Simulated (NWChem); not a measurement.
System: Si3H5OF; SMILES F[Si@@H]1O[SiH2][SiH2]1

NWChem input:

```
start job
memory heap 200 mb stack 900 mb global 1100 mb
geometry units angstroms noautoz
  F      0.286295    -2.116950     0.736649
  Si     0.115162    -1.034170    -0.460718
  O      1.349697     0.097792    -0.383904
  Si     0.690190     1.602898     0.068564
  Si    -1.469778     0.648803    -0.000127
  H      0.168847    -1.803137    -1.731159
  H      1.009898     2.635453    -0.959515
  H      1.217335     2.041255     1.393448
  H     -2.262288     0.537180     1.259583
  H     -2.334795     1.074633    -1.142030
end
basis spherical
  F library def2-svp
  Si library def2-svp
  O library def2-svp
  H library def2-svp
end
dft
  xc m06-2x
  grid xcoarse
  iterations 150
  mulliken
end
task dft gradient
```

Output (shortened):

```
             Northwest Computational Chemistry Package (NWChem) 7.3.0
             --------------------------------------------------------

 C1  symmetry detected

                             Geometry "geometry" -> ""
                             -------------------------

 Output coordinates in angstroms (scale by  1.889725989 to convert to a.u.)

  No.       Tag          Charge          X              Y              Z
 ---- ---------------- ---------- -------------- -------------- --------------
    1 F                    9.0000     0.06511270    -2.22145174     0.66591849
    2 Si                  14.0000     0.03210632    -1.06363229    -0.47151347
    3 O                    8.0000     1.33625574    -0.02969223    -0.26785375
    4 Si                  14.0000     0.75965722     1.49124340     0.24137095
    5 Si                  14.0000    -1.45456556     0.70066737     0.01183987
    6 H                    1.0000     0.09883806    -1.76191478    -1.78153679
    7 H                    1.0000     1.20331932     2.55416660    -0.70662044
    8 H                    1.0000     1.24585934     1.81538045     1.61392295
    9 H                    1.0000    -2.31767508     0.57589338     1.22298580
   10 H                    1.0000    -2.22717354     1.25117908    -1.14295094

 Effective nuclear repulsion energy (a.u.)     369.6668030099

                                 NWChem DFT Module
                                 -----------------

 Summary of "ao basis" -> "ao basis" (spherical)
 ------------------------------------------------------------------------------
       Tag                 Description            Shells   Functions and Types
 ---------------- ------------------------------  ------  ---------------------
 F                          def2-svp                 6       14   3s2p1d
 Si                         def2-svp                 8       18   4s3p1d
 O                          def2-svp                 6       14   3s2p1d
 H                          def2-svp                 3        5   2s1p

            General Information
            -------------------
          SCF calculation type: DFT
          Wavefunction type:  closed shell.
          No. of atoms     :    10
          No. of electrons :    64
           Alpha electrons :    32
            Beta electrons :    32
          Charge           :     0
          Spin multiplicity:     1
          Use of symmetry is: off; symmetry adaption is: off
          Maximum number of iterations: 150
          AO basis - number of functions:   107
                     number of shells:    51
          Convergence on energy requested:  1.00D-06
          Convergence on density requested:  1.00D-05
          Convergence on gradient requested:  5.00D-04

              XC Information
              --------------
                       M06-2X Method XC Functional
                     Hartree-Fock (Exact) Exchange  0.540
                        M06-2X Exchange Functional  1.000
                      M06-2X Correlation Potential  1.000

             Grid Information
             ----------------
          Grid used for XC integration:  xcoarse
          Radial quadrature: Mura-Knowles
          Angular quadrature: Lebedev.
          Tag              B.-S. Rad. Rad. Pts. Rad. Cut. Ang. Pts.
          ---              ---------- --------- --------- ---------
          F                   0.50       21          12.0       194
          Si                  1.10       42          10.0       194
          O                   0.60       21          10.0       194
          H                   0.35       21          12.0       194
          Grid pruning is: on
          Number of quadrature shells:   273
          Spatial weights used:  Erf1

      Superposition of Atomic Density Guess
      -------------------------------------

 Sum of atomic energies:       -1042.69569329

      Non-variational initial energy
      ------------------------------

 Total energy =   -1044.219712
 1-e energy   =   -2183.008632
 2-e energy   =     769.122117
 HOMO         =      -0.263277
 LUMO         =       0.020207

     ---------------------------------------------
      Total Density - Mulliken Population Analysis
     ---------------------------------------------

    Atom       Charge   Shell Charges
 -----------   ------   -------------------------------------------------------
    1 F    9     9.58   1.99  1.15  0.78  3.52  2.14  0.00
    2 Si  14    12.83   2.00  1.99  0.92  0.24  5.93  0.87  0.61  0.26
    3 O    8     8.97   1.99  1.11  0.70  3.11  2.05  0.01
    4 Si  14    13.33   2.00  1.99  0.98  0.27  5.93  1.01  0.96  0.18
    5 Si  14    13.99   2.00  1.99  1.04  0.32  5.94  1.17  1.44  0.08
    6 H    1     1.10   0.70  0.39  0.01
    7 H    1     1.08   0.70  0.37  0.01
    8 H    1     1.08   0.70  0.37  0.01
    9 H    1     1.03   0.68  0.34  0.01
   10 H    1     1.03   0.67  0.34  0.01

   convergence    iter        energy       DeltaE   RMS-Dens  Diis-err
 ---------------- ----- ----------------- --------- --------- ---------
 d= 0,ls=0.0,diis     1  -1046.0245905535 -1.42D+03  1.31D-02  9.62D-01
 d= 0,ls=0.0,diis     2  -1045.9959455321  2.86D-02  6.73D-03  1.57D+00
 d= 0,ls=0.0,diis     3  -1046.1401789538 -1.44D-01  1.14D-03  1.20D-02
 d= 0,ls=0.0,diis     4  -1046.1411493249 -9.70D-04  3.96D-04  4.16D-03
 d= 0,ls=0.0,diis     5  -1046.1415455236 -3.96D-04  1.00D-04  2.25D-04
  Resetting Diis
 d= 0,ls=0.0,diis     6  -1046.1415679286 -2.24D-05  3.56D-05  8.81D-06
 d= 0,ls=0.0,diis     7  -1046.1415694025 -1.47D-06  9.43D-06  3.20D-07
 d= 0,ls=0.0,diis     8  -1046.1415694582 -5.57D-08  3.73D-06  1.24D-07

         Total DFT energy =    -1046.141569458230
      One electron energy =    -2185.783387183473
           Coulomb energy =      853.636692382667
    Exchange-Corr. energy =      -83.661677667352
 Nuclear repulsion energy =      369.666803009929

 Numeric. integr. density =       64.003273119999

                       DFT Final Molecular Orbital Analysis
                       ------------------------------------

 Vector   30  Occ=2.000000D+00  E=-3.860464D-01
              MO Center=  1.1D+00,  1.2D+00,  1.3D-01, r^2= 3.4D+00
   Bfn.  Coefficient  Atom+Function         Bfn.  Coefficient  Atom+Function
  ----- ------------  ---------------      ----- ------------  ---------------
    38      0.360418   3 O  pz               41      0.284919   3 O  pz
    88      0.269403   7 H  s                93     -0.267958   8 H  s
    56     -0.199517   4 Si pz               94     -0.195223   8 H  s
    89      0.194108   7 H  s                53      0.105042   4 Si pz
    37     -0.096254   3 O  py               84      0.084182   6 H  s

 Vector   31  Occ=2.000000D+00  E=-3.568618D-01
              MO Center= -3.0D-01,  3.8D-01, -1.2D-01, r^2= 3.9D+00
   Bfn.  Coefficient  Atom+Function         Bfn.  Coefficient  Atom+Function
  ----- ------------  ---------------      ----- ------------  ---------------
    36      0.347812   3 O  px               39      0.278116   3 O  px
    72      0.273125   5 Si px               75      0.236140   5 Si px
    98     -0.160896   9 H  s                54     -0.158563   4 Si px
   103     -0.158988  10 H  s                67      0.150181   5 Si s
    69     -0.145779   5 Si px               68      0.141136   5 Si s

 Vector   32  Occ=2.000000D+00  E=-3.159591D-01
              MO Center= -5.1D-01,  4.3D-01, -9.0D-02, r^2= 4.0D+00
   Bfn.  Coefficient  Atom+Function         Bfn.  Coefficient  Atom+Function
  ----- ------------  ---------------      ----- ------------  ---------------
    76      0.282850   5 Si py               73      0.277072   5 Si py
    54     -0.219080   4 Si px               57     -0.214766   4 Si px
    83      0.157248   6 H  s                50      0.151941   4 Si s
    17     -0.150811   2 Si s                22      0.148957   2 Si px
    84      0.148437   6 H  s                18     -0.147567   2 Si s

 Vector   33  Occ=0.000000D+00  E= 4.905226D-03
              MO Center= -6.1D-01,  3.6D-01, -9.0D-02, r^2= 4.4D+00
   Bfn.  Coefficient  Atom+Function         Bfn.  Coefficient  Atom+Function
  ----- ------------  ---------------      ----- ------------  ---------------
    77      0.772233   5 Si pz              104      0.641124  10 H  s
    99     -0.625776   9 H  s                76     -0.375606   5 Si py
    27      0.311792   2 Si pz               89      0.307546   7 H  s
    59      0.264961   4 Si pz               26     -0.249764   2 Si py
    84      0.244341   6 H  s                94     -0.244063   8 H  s

[...]

                         DFT ENERGY GRADIENTS

    atom               coordinates                        gradient
                 x          y          z           x          y          z
   1 F       0.123045  -4.197935   1.258403    0.000300  -0.003835   0.002996
   2 Si      0.060672  -2.009974  -0.891031   -0.001582   0.004654   0.001742
   3 O       2.525157  -0.056110  -0.506170    0.003457   0.000079  -0.000831
   4 Si      1.435544   2.818041   0.456125   -0.003498  -0.002680  -0.000956
   5 Si     -2.748730   1.324069   0.022374    0.002512  -0.000935  -0.000435
   6 H       0.186777  -3.329536  -3.366616    0.000549  -0.002199  -0.004027
   7 H       2.273944   4.826675  -1.335319    0.001361   0.002468  -0.002305
   8 H       2.354333   3.430572   3.049872    0.001523   0.001104   0.003849
   9 H      -4.379771   1.088281   2.311108   -0.002434  -0.000281   0.003329
  10 H      -4.208748   2.364386  -2.159864   -0.002188   0.001625  -0.003363
```

Level: M06-2X/def2-SVP. All runs use the structure optimised with PBE0/def2-SVP.
